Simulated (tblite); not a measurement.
Species: C₃H₇B₂FO.
SMILES with atom numbers: `[BH2:1][O:2][BH:3][C@@H:4]1[CH2:5][C@H:6]1[F:7]` (hydrogens: H8, H9 on B1; H10 on B3; H11 on C4; H12, H13 on C5; H14 on C6)

Computed with GFN2-xTB (tblite), gas phase: L-BFGS steps from a force-field or distance-geometry start until the largest atomic force falls under 0.01 eV/Å.

Step 19: E = -579.8740 eV
```
atom  x, y, z in Å  |  force x, y, z in eV/Å
B1      2.7312    0.3509   -0.7800    0.217  -0.040   0.232
O2      1.4510    0.2559   -1.0373   -0.145  -0.281   0.029
B3      0.3148   -0.3522   -1.2987   -0.681   0.765   0.213
C4     -1.0669    0.1446   -0.5917   -0.136  -0.195  -0.040
C5     -0.9966    0.6024    0.8567    0.051  -0.003  -0.338
C6     -1.6717   -0.6917    0.5108    0.148   0.067   0.273
F7     -3.0261   -0.7892    0.7544    0.453   0.111  -0.536
H8      3.3387    1.3733   -0.8148   -0.365  -0.148  -0.318
H9      3.3147   -0.6243   -0.4360   -0.073   0.080   0.191
H10     0.2349   -1.1944   -2.0959    0.084  -0.173  -0.484
H11    -1.8260    0.6085   -1.2537    0.657  -0.111   0.490
H12    -1.5785    1.4835    1.1509    0.214  -0.663   0.023
H13    -0.0198    0.4868    1.3202   -0.252   0.339   0.028
H14    -1.2004   -1.6545    0.7177   -0.172   0.253   0.237
```

Step 20: E = -579.9296 eV
```
atom  x, y, z in Å  |  force x, y, z in eV/Å
B1      2.7243    0.3506   -0.7680    0.113   0.022   0.073
O2      1.4431    0.2532   -1.0275   -0.024  -0.201   0.083
B3      0.3042   -0.3443   -1.2932   -0.516   0.327  -0.146
C4     -1.0689    0.1403   -0.5953    0.050  -0.163   0.180
C5     -0.9930    0.6013    0.8491    0.120  -0.054  -0.227
C6     -1.6664   -0.6897    0.5134    0.129   0.047   0.109
F7     -3.0156   -0.7911    0.7393    0.202   0.125  -0.433
H8      3.3326    1.3720   -0.8216   -0.375  -0.149  -0.276
H9      3.3101   -0.6231   -0.4425   -0.026   0.000   0.263
H10     0.2370   -1.2037   -2.0975    0.081   0.102  -0.249
H11    -1.8130    0.6175   -1.2427    0.360  -0.030   0.255
H12    -1.5714    1.4699    1.1508    0.031  -0.389   0.058
H13    -0.0217    0.4952    1.3171   -0.107   0.276   0.053
H14    -1.2021   -1.6486    0.7213   -0.040   0.085   0.256
```

Step 21: E = -580.0112 eV
```
atom  x, y, z in Å  |  force x, y, z in eV/Å
B1      2.7388    0.3380   -0.7420   -0.122   0.124  -0.266
O2      1.4604    0.2089   -1.0120   -0.277  -0.287   0.098
B3      0.2848   -0.3158   -1.3086    0.260  -0.164  -0.271
C4     -1.0693    0.1324   -0.5877    0.260  -0.151   0.149
C5     -0.9991    0.5942    0.8509    0.289   0.120  -0.073
C6     -1.6642   -0.6874    0.5275    0.040  -0.146  -0.094
F7     -3.0087   -0.7780    0.7229   -0.207   0.111  -0.333
H8      3.3170    1.3714   -0.8820   -0.342  -0.203  -0.138
H9      3.3606   -0.6083   -0.4109   -0.079  -0.014   0.320
H10     0.2241   -1.1637   -2.1563    0.028   0.454   0.019
H11    -1.8011    0.5992   -1.2408    0.065   0.104   0.160
H12    -1.5748    1.4498    1.1520   -0.230  -0.029   0.129
H13    -0.0420    0.5059    1.3376    0.138   0.187   0.056
H14    -1.2274   -1.6472    0.7522    0.177  -0.106   0.244
```

Step 22: E = -580.0525 eV
```
atom  x, y, z in Å  |  force x, y, z in eV/Å
B1      2.7528    0.3283   -0.7304   -0.442   0.026  -0.440
O2      1.4730    0.1676   -1.0071    0.048  -0.167   0.206
B3      0.2810   -0.2948   -1.3262    0.384  -0.454  -0.200
C4     -1.0650    0.1256   -0.5799    0.314  -0.137   0.064
C5     -1.0017    0.5918    0.8554    0.224   0.134  -0.058
C6     -1.6640   -0.6894    0.5375    0.033  -0.120  -0.175
F7     -3.0100   -0.7638    0.7121   -0.318   0.084  -0.303
H8      3.3003    1.3665   -0.9301   -0.278  -0.189  -0.058
H9      3.4021   -0.5956   -0.3759   -0.185   0.074   0.286
H10     0.2137   -1.1175   -2.2038   -0.010   0.521   0.062
H11    -1.7963    0.5789   -1.2416   -0.012   0.154   0.193
H12    -1.5845    1.4384    1.1551   -0.312   0.109   0.138
H13    -0.0565    0.5137    1.3577    0.297   0.142   0.063
H14    -1.2457   -1.6501    0.7799    0.257  -0.176   0.222
```

Task: Estimate the geometry and energy of step 23. (The exact step hangs on the optimiser's Hessian estimate; all steps are aligned on step 22, rigid shifts and turns removed.)

Result: E = -580.1055 eV, largest force 0.813 eV/Å
```
atom  x, y, z in Å  |  force x, y, z in eV/Å
B1      2.7588    0.3157   -0.7230   -0.434  -0.108  -0.473
O2      1.4855    0.1214   -1.0003    0.022  -0.108   0.182
B3      0.2790   -0.2764   -1.3498    0.568  -0.578   0.069
C4     -1.0538    0.1150   -0.5714    0.317  -0.066  -0.066
C5     -0.9989    0.5910    0.8578    0.089   0.112   0.066
C6     -1.6599   -0.6938    0.5459   -0.005  -0.099  -0.176
F7     -3.0137   -0.7458    0.6886   -0.227   0.042  -0.259
H8      3.2706    1.3554   -0.9842   -0.180  -0.145   0.014
H9      3.4388   -0.5809   -0.3319   -0.319   0.203   0.200
H10     0.2054   -1.0591   -2.2533   -0.052   0.454  -0.023
H11    -1.7870    0.5608   -1.2355   -0.082   0.174   0.203
H12    -1.6002    1.4230    1.1619   -0.304   0.175   0.079
H13    -0.0656    0.5288    1.3811    0.360   0.083   0.030
H14    -1.2598   -1.6555    0.8170    0.245  -0.141   0.154
```

The energy changes by -0.0530 eV. The first-order estimate −F·Δx gives -0.0707 eV and the mean of the old and new forces, exact on a quadratic surface, -0.0528 eV. The step makes an angle of 71° with the force vector and moves no atom by more than 0.077 Å.

The cost below is that of the whole relaxation. Hardware: one thread, Arm Neoverse N1 (aarch64), no GPU (shared host). Cost: 0.98 s of wall time.
